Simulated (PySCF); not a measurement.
C₄H₉BO₂Si, SMILES C[SiH](C)C#CB(O)O, GFN2-xTB optimised geometry.

```
17

Si    -1.02     1.41     0.02
C     -2.54     1.16     1.14
C      0.10     2.78     0.72
C     -0.04    -0.18     0.00
C      0.59    -1.21     0.00
B      1.40    -2.52     0.00
O      0.80    -3.73     0.00
O      2.76    -2.52     0.00
H     -1.43     1.71    -1.36
H     -2.25     0.90     2.15
H     -3.17     0.36     0.76
H     -3.14     2.06     1.19
H     -0.43     3.73     0.76
H      0.98     2.92     0.10
H      0.43     2.55     1.72
H     -0.16    -3.72     0.00
H      3.17    -1.66     0.00
```

Density from B3LYP/def2-SVP (PySCF) at that geometry.

Minimum of the electron density along straight lines between bonded atoms, close to the bond critical point (lines longer than 1.1 times the sum of covalent radii, or with two minima, are not listed):

| bond | length / Å | ρ at the minimum / e bohr⁻³ | ∇²ρ there / e bohr⁻⁵ | position (fraction from the first atom) |
|---|---|---|---|---|
| Si1–C2 | 1.902 | 0.111 | 0.30 | 0.38 |
| Si1–C3 | 1.902 | 0.111 | 0.30 | 0.38 |
| Si1–C4 | 1.856 | 0.109 | 0.41 | 0.39 |
| C4–C5 | 1.211 | 0.408 | -1.19 | 0.50 |
| C5–B6 | 1.546 | 0.177 | … | 0.68 |
| B6–O7 | 1.354 | 0.207 | 1.11 | 0.33 |
| B6–O8 | 1.354 | 0.207 | 1.11 | 0.33 |
| Si1–H9 | 1.474 | 0.116 | … | 0.49 |
| C2–H10 | 1.087 | 0.272 | -0.98 | 0.63 |
| C2–H11 | 1.086 | 0.273 | -0.98 | 0.63 |
| C2–H12 | 1.087 | 0.272 | -0.97 | 0.62 |
| C3–H13 | 1.087 | 0.272 | -0.97 | 0.62 |
| C3–H14 | 1.086 | 0.273 | -0.98 | 0.63 |
| C3–H15 | 1.087 | 0.272 | -0.98 | 0.63 |
| O7–H16 | 0.955 | 0.361 | -2.46 | 0.82 |
| O8–H17 | 0.955 | 0.361 | -2.46 | 0.82 |

Complete the blanks.


- C5–B6, ∇²ρ there / e bohr⁻⁵: 0.01
- Si1–H9, ∇²ρ there / e bohr⁻⁵: 0.32
